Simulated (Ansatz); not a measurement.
```yaml
crystal:
  periodic: [false, false, false]
  atoms:
    - {symbol: Se, position_ang: [0.097779, 0.003834, 0.735356]}
    - {symbol: O, position_ang: [1.917603, -0.039774, -0.094989]}
    - {symbol: F, position_ang: [-0.974875, 1.629851, -0.332958]}
    - {symbol: F, position_ang: [-1.040495, -1.593911, -0.307409]}
basis:
  gaussian: {orbitals: 6-31G}
hamiltonian: {xc: {name: wB97}}
scf: {lower_state_search: off}
output: {forces: true}
```

```sh
$ ansatz run in.yaml --threads 4 --pin off --events-out ev --progress --plain --max-ram 3916MiB
```

It prints (some lines left out):

```
Functional definition: wB97
639 factors; their error is unknown
182 factors; integrals over basis functions are off by at most 7.3e-5 eV
mean field evaluation 1: about -72799.0128 eV, gradient 7.9e1 eV
mean field evaluation 2: about -72719.8633 eV, gradient 1.8e2 eV
mean field evaluation 4: about -72814.0925 eV, gradient 1.3e1 eV
mean field evaluation 8: about -72814.5425 eV, gradient 2.7e-1 eV
mean field evaluation 16: about -72814.4877 eV, gradient 1.5e-3 eV
mean field -72814.48772623 eV, -2675.8830685065 hartree, gradient 6.0e-6 eV, S^2 0.000000; 0 other end points of the search recorded, 0 dependent functions left out
reference -72814.48772043 eV, -2675.8830682934 hartree; 30, 30 occupied and 26, 26 virtual orbitals, 639 factors
Total energy: -72814.48772043 eV, -2675.8830682934 hartree
Atom 0 at     0.097779     0.003834     0.735356 Å, force     1.914766    -0.091943    -6.691661 eV/Å
Atom 1 at     1.917603    -0.039774    -0.094989 Å, force    -6.193472     0.147743     2.742898 eV/Å
Atom 2 at    -0.974875     1.629851    -0.332958 Å, force     2.077880    -3.047695     1.998318 eV/Å
Atom 3 at    -1.040495    -1.593911    -0.307409 Å, force     2.200826     2.991895     1.950445 eV/Å
Dipole moment:     0.046159     0.006089     0.887313 e Å
Checks for a lower state left out: stability, starts, cluster_reference, orbital_swaps, neighbouring_geometries, increment
```

It took 2.6 s on 4 threads of Intel Xeon on a shared host.

The 6-31G sets use Cartesian d functions.
